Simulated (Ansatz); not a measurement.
Basis-set extrapolation for `C#[C][Al]([F])[F]` (PBE0-D4/def2-TZVP geometry, frozen core, Ansatz 0.2.0). Multiplicity 1, RHF reference.

```
                      def2-TZVPP   def2-QZVPP
                 HF  -517.359824  -517.380253
    MP2 correlation    -0.865172    -0.939511
CCSD(T) correlation    -0.905780      not run
```

Energies in hartree. Use E(X) = E(∞) + A·exp(−7.88·√X) for Hartree–Fock and E(X) = E(∞) + B·X^(−2.97) for correlation, with X = 3 and 4, and add CCSD(T) minus MP2 of the smaller set to the MP2 limit.

Question: What is the CCSD(T) energy at the basis-set limit?

Answer: HF limit: -517.380253 + (-0.020429) × 0.13774 = -517.38307. MP2 limit: -0.939511 + (-0.074339) × 0.74074 = -0.99458. Higher-order term: -0.905780 − (-0.865172) = -0.04061. Total: -518.41826 hartree, 400.8 kJ/mol below CCSD(T)/def2-TZVPP.
